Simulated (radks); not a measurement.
Sc XI, 11 electrons, occupied as [Ne] 3s1. All-electron calculation, non-relativistic Kohn-Sham, PBE, spin-polarised, spherical densities, point nucleus; open shells are filled with parallel spins first. Program: a radial shooting solver on a logarithmic mesh with Libxc functionals.

Normalised radial functions P(r) = r R(r), r in bohr:

| r | 2s up | 2p down | 3p up |
|---|---|---|---|
| 0.004705 | 0.2360 | 0.0062 | 0.0028 |
| 0.005263 | 0.2609 | 0.0077 | 0.0035 |
| 0.005886 | 0.2879 | 0.0095 | 0.0044 |
| 0.006584 | 0.3172 | 0.0118 | 0.0054 |
| 0.007423 | 0.3512 | 0.0149 | 0.0068 |
| 0.008303 | 0.3853 | 0.0185 | 0.0084 |
| 0.009287 | 0.4218 | 0.0229 | 0.0105 |
| 0.01039 | 0.4605 | 0.0283 | 0.0129 |
| 0.01162 | 0.5012 | 0.0349 | 0.0160 |
| 0.013 | 0.5436 | 0.0431 | 0.0197 |
| 0.01465 | 0.5905 | 0.0538 | 0.0246 |
| 0.01639 | 0.6349 | 0.0661 | 0.0302 |
| 0.01833 | 0.6792 | 0.0811 | 0.0371 |
| 0.0205 | 0.7223 | 0.0992 | 0.0453 |
| 0.02293 | 0.7629 | 0.1210 | 0.0553 |
| 0.02565 | 0.7994 | 0.1473 | 0.0673 |
| 0.02869 | 0.8300 | 0.1786 | 0.0815 |
| 0.03235 | 0.8538 | 0.2188 | 0.0998 |
| 0.03618 | 0.8647 | 0.2633 | 0.1200 |
| 0.04047 | 0.8620 | 0.3155 | 0.1436 |
| 0.04527 | 0.8426 | 0.3761 | 0.1710 |
| 0.05063 | 0.8034 | 0.4461 | 0.2024 |
| 0.05664 | 0.7413 | 0.5259 | 0.2381 |
| 0.06386 | 0.6462 | 0.6227 | 0.2810 |
| 0.07142 | 0.5283 | 0.7235 | 0.3252 |
| 0.07989 | 0.3809 | 0.8338 | 0.3730 |
| 0.08936 | 0.2041 | 0.9525 | 0.4233 |
| 0.09995 | -0.0005 | 1.0773 | 0.4747 |
| 0.1118 | -0.2293 | 1.2053 | 0.5253 |
| 0.126 | -0.4944 | 1.3415 | 0.5755 |
| 0.141 | -0.7514 | 1.4625 | 0.6151 |
| 0.1577 | -1.0067 | 1.5715 | 0.6435 |
| 0.1764 | -1.2473 | 1.6620 | 0.6562 |
| 0.1973 | -1.4595 | 1.7272 | 0.6481 |
| 0.2207 | -1.6293 | 1.7606 | 0.6144 |
| 0.2488 | -1.7505 | 1.7554 | 0.5450 |
| 0.2783 | -1.7972 | 1.7088 | 0.4458 |
| 0.3113 | -1.7757 | 1.6214 | 0.3123 |
| 0.3482 | -1.6876 | 1.4956 | 0.1458 |
| 0.3894 | -1.5407 | 1.3374 | -0.0489 |
| 0.4356 | -1.3482 | 1.1556 | -0.2634 |
| 0.4872 | -1.1278 | 0.9614 | -0.4859 |
| 0.5493 | -0.8824 | 0.7533 | -0.7159 |
| 0.6144 | -0.6642 | 0.5717 | -0.9047 |
| 0.6872 | -0.4717 | 0.4119 | -1.0510 |
| 0.7686 | -0.3144 | 0.2800 | -1.1402 |
| 0.8597 | -0.1952 | 0.1784 | -1.1621 |
| 0.9616 | -0.1119 | 0.1055 | -1.1136 |
| 1.084 | -0.0559 | 0.0549 | -0.9923 |
| 1.213 | -0.0264 | 0.0271 | -0.8332 |
| 1.356 | -0.0111 | 0.0121 | -0.6534 |
| 1.517 | -0.0042 | 0.0048 | -0.4757 |
| 1.697 | -0.0014 | 0.0017 | -0.3190 |
| 1.898 | -0.0004 | 0.0005 | -0.1953 |
| 2.14 | -0.0001 | 0.0001 | -0.1032 |
| 2.394 | 0.0000 | 0.0000 | -0.0507 |
| 2.677 | 0.0000 | 0.0000 | -0.0220 |
| 2.995 | 0.0000 | 0.0000 | -0.0083 |

2s up: eigenvalue -698.05 eV, 1 radial node at r = 0.0999 bohr, <r> = 0.342 bohr, 90 % of the charge inside 0.530 bohr. 2p down: eigenvalue -617.53 eV, 0 radial nodes, <r> = 0.303 bohr, 90 % of the charge inside 0.497 bohr. 3p up (empty): eigenvalue -216.15 eV, 1 radial node at r = 0.379 bohr, <r> = 0.916 bohr, 90 % of the charge inside 1.36 bohr.
